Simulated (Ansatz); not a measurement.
**Isomers**

Structures of CH$_{3}$OSe (charge +1), closed shell, relaxed at PBE0-D4/def2-TZVP (vibrations not checked; lower isomers may exist, and structures with a doubtful reference or unclear bonds are left out). Computed with Ansatz 0.2.0 (basis: def2-TZVPP); correlated methods freeze the cores. Filled d shells of the heavier atoms are correlated. The def2 sets are not built for correlating such inner shells, so the correlated values are less sure here. B3LYP uses VWN-RPA correlation.

Problem. Rank them by CCSD(T) energy, lowest first, and give each one's height above the lowest. Links in brackets join atoms within 1.22 times the sum of their covalent radii (1.1 for two metals). (An estimate is asked for; the value comes from the calculation.)
A.
CH₃OSe ([OH][CH][SeH]), total charge +1
```
6
angstrom
O -1.0023 -0.3539 -0.0230
C 0.1425 0.0557 -0.4112
Se 1.4618 0.5070 0.7300
H -1.6164 -0.5615 -0.7496
H 0.3586 0.1459 -1.4774
H 0.6558 0.2068 1.9312
```
B.
CH₃OSe ([CH2]1[O][SeH]1), total charge +1
```
6
angstrom
C -0.2356 -0.1095 -0.3640
O 0.2125 0.0549 0.9226
Se 1.4746 -0.9442 0.0901
H -1.0514 -0.8144 -0.5211
H -0.1182 0.7341 -1.0432
H 0.8807 -2.2597 0.4422
```
C.
CH₃OSe ([CH3][Se][O]), total charge +1
```
6
angstrom
C -0.8206 0.2247 -0.6944
Se 0.8252 -0.4809 -0.0735
O 0.8911 -0.1014 1.4675
H -1.3897 -0.6135 -1.1201
H -1.3381 0.7105 0.1330
H -0.5830 0.9185 -1.5132
```
D.
CH₃OSe ([O][CH][SeH2]), total charge +1
```
6
angstrom
O 1.3549 0.2721 1.0677
C 0.2252 0.1314 0.9070
Se -0.5601 0.3679 -1.1215
H -1.0873 -1.0099 -1.1905
H 0.7319 -0.0215 -1.7181
H -0.6148 -0.0791 1.5817
```

Solution. By the calculation: A (0.000 eV), D (0.690 eV), B (1.589 eV), C (1.817 eV). Heights count from the lowest.

Problem. Do PBE-D4, r2SCAN-D4, PBE0-D4, B3LYP-D4, wB97M-V, HF, MP2 give the same order? (A judgement: the text doesn't fix the answer.)

Solution. Computed: All do.

T1 diagnostic: at most 0.018. The restricted Hartree–Fock reference is unstable towards an unrestricted one at one or more of these structures.

For scale, one of the runs: CCSD(T)/def2-TZVPP, 152 basis functions, launched by `ansatz run in.yaml --threads 2 --pin off --events-out ev --progress --plain --max-ram 4352MiB`. Hardware: 2 CPU threads of an Arm Neoverse V1, shared host. Wall time 44 s; peak host memory 1.1 GiB.
